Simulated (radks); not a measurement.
The nuclear charge of the neodymium ion Nd+ is varied continuously with 59 electrons held in [Xe] 4f4 6s1. Method: scalar-relativistic Kohn-Sham, PBE, spin-polarised, spherical densities, point nucleus; open shells are filled with parallel spins first (spin-orbit coupling, left out, can overturn this in heavy ions); computed with a radial shooting solver on a logarithmic mesh with Libxc functionals. By the Hellmann-Feynman theorem dE/dZ = E(electron-nucleus)/Z, the electronic potential at the nucleus. The scalar-relativistic energy here is not variational (the density holds large components alone), so the two differ by a part that grows with Z.

| Z | E (hartree) | E(electron-nucleus)/Z (hartree) | HOMO | e(HOMO) (eV) | <r> HOMO (bohr) |
|---|---|---|---|---|---|
| 59.2 | -9313.8340 | -381.879 | 4f | -0.331 | 1.664 |
| 59.4 | -9390.7746 | -383.781 | 4f | -1.473 | 1.329 |
| 59.6 | -9468.0970 | -385.656 | 4f | -3.448 | 1.212 |
| 59.8 | -9545.7978 | -387.519 | 4f | -5.842 | 1.141 |
| 60 | -9623.8753 | -389.378 | 4f | -8.512 | 1.090 |
| 60.2 | -9702.3290 | -391.233 | 6s | -9.930 | 3.845 |
| 60.4 | -9781.1585 | -393.087 | 6s | -11.365 | 3.728 |
| 60.6 | -9860.3635 | -394.941 | 6s | -12.860 | 3.621 |
| 60.8 | -9939.9441 | -396.794 | 6s | -14.412 | 3.523 |
| 61 | -10019.9003 | -398.647 | 6s | -16.019 | 3.432 |

The central difference of E at Z = 60 is -391.328 hartree, to compare with the third column; the second derivative is -9.4 hartree. No converged solution with all levels bound was reached at Z = 59.
